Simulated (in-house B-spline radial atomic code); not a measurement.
# LDA VWN5 excitations of Ge4+

Method: LDA VWN5. Computed with an all-electron radial atomic-structure program (B-spline basis): linear response of the closed shell [Ar] 3d10 with the functional's adiabatic kernel; scalar-relativistic (spin-free one-electron X2C), finite nucleus, no spin-orbit coupling, no double excitations, S, P, D and F terms only. Only terms of natural parity with L up to 3 were computed.

Command:
```bash
python run_td.py task.json out
```
Settings (radii: box in bohr, nucleus in fm):
```
Z                        32
electrons                28
configuration            [Ar] 3d10
hamiltonian              x2c
method                   lda,vwn
box_radius               19.1
rms_radius               4.0742
intervals                72
```

Time taken, with all properties: 1.2 s on 1 thread of Intel(R) Xeon(R) Platinum 8259CL CPU @ 2.50GHz (Skylake/Cascade Lake), on a shared host.

The lowest states, in the order of their Tamm-Dancoff energies; the method's threshold (minus the highest occupied level) is 78.39 eV. Labels give the largest channel, * marks a mixed state, and oscillator strengths are full-response dipole values. Semilocal kernels can invert the small singlet-triplet splittings of Rydberg terms. Energies in eV:

```csv
state,full response,Tamm-Dancoff,oscillator strength
3d → 4s 3D,?,?,-
3d → 4s 1D,26.278,26.289,-
3d → 4p 3P,36.93,36.95,-
3d → 4p 3F,37.17,37.18,-
3d → 4p 1F,?,?,-
3d → 4p 1P,38.43,38.51,0.552
3d → 4d 3S,52.59,52.61,-
3d → 4d 3D,53.25,53.26,-
3d → 4d 1D,53.63,53.65,-
3d → 5s 3D,55.67,55.67,-
```

Where does 3d → 4s 3D lie?

At 25.667 eV in full response, 25.679 eV in Tamm-Dancoff.

Where does 3d → 4p 1F lie?

At 37.49 eV in full response, 37.49 eV in Tamm-Dancoff.

How large is the singlet-triplet splitting of 3d → 4s (D terms) in Tamm-Dancoff?

0.61 eV, from the unrounded values.

What polarisabilities and dispersion coefficient does the method give?

Dipole 0.8722 bohr³, quadrupole 1.329 bohr⁵, C6 1.673 hartree·bohr⁶ for two such species.
